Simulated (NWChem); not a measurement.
ZrH4S2; SMILES [SH][ZrH2][SH]

```xyz
7

Zr    -0.5398    -0.1140    -0.1675
H     -1.5642     0.1976    -1.6837
H     -1.5912    -0.3227     1.3524
S      0.8496     1.8515     0.1515
H      1.9889     1.1046     0.0393
S      0.7815    -2.1181    -0.4411
H      0.2430    -2.4170     0.7899
```
Atoms are numbered in this order, from 1.

Level: PBE-D3(BJ)/def2-SVP with def2 effective core potentials on Zr (NWChem), optimised geometry, unscaled harmonic frequencies. def2 effective core potentials on Zr; no spin-orbit coupling.

```json
[
 {"frequency (cm⁻¹)": "77", "IR intensity (km/mol)": "0.2"},
 {"frequency (cm⁻¹)": "109", "IR intensity (km/mol)": "7.8"},
 {"frequency (cm⁻¹)": "155", "IR intensity (km/mol)": "3.7"},
 {"frequency (cm⁻¹)": "231", "IR intensity (km/mol)": "35.6"},
 {"frequency (cm⁻¹)": "322", "IR intensity (km/mol)": "9.5"},
 {"frequency (cm⁻¹)": "339", "IR intensity (km/mol)": "3.5"},
 {"frequency (cm⁻¹)": "374", "IR intensity (km/mol)": "23.2"},
 {"frequency (cm⁻¹)": "419", "IR intensity (km/mol)": "8.6"},
 {"frequency (cm⁻¹)": "498", "IR intensity (km/mol)": "111.8"},
 {"frequency (cm⁻¹)": "529", "IR intensity (km/mol)": "53.9"},
 {"frequency (cm⁻¹)": "597", "IR intensity (km/mol)": "119.9"},
 {"frequency (cm⁻¹)": "1643", "IR intensity (km/mol)": "343.7"},
 {"frequency (cm⁻¹)": "1664", "IR intensity (km/mol)": "282.9"},
 {"frequency (cm⁻¹)": "2522", "IR intensity (km/mol)": "4.1"},
 {"frequency (cm⁻¹)": "2598", "IR intensity (km/mol)": "5.9"}
]
```

The zero-point energy is 17.3 kcal/mol and the thermal correction to the enthalpy at 298.15 K (with zero-point energy) comes out as 22.5 kcal/mol. The heat capacity Cv comes out as 23.3 cal/(mol K). The entropy at 298.15 K and 1 atm (symmetry number 1) is 86.3 cal/(mol K).

Rigid rotor and harmonic oscillator; modes under 100 cm⁻¹ make the entropy uncertain.
